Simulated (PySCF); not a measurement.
ZrO₂, SMILES [O]=[Zr]=[O], multiplicity 1. Coordinates come from a B3LYP-D3(BJ)/def2-TZVP optimisation. The multiplicity is an assumed one; other spin states were not compared. The isomer is the one that the SMILES or the coordinates give; other isomers of the formula were not compared. The def2 effective core potentials stand for the cores of Zr; spin–orbit coupling is left out.

Computed equilibrium geometry at B3LYP-D3(BJ)/def2-TZVP (PySCF confirms it by a frequency run) as Cartesian coordinates in Å, and its point group:
point group C2v.
```xyz
3

Zr     0.0000     0.0000    -0.2976
O      0.0000     1.4385     0.7441
O      0.0000    -1.4385     0.7441
```
Charge 0, spin multiplicity 1.
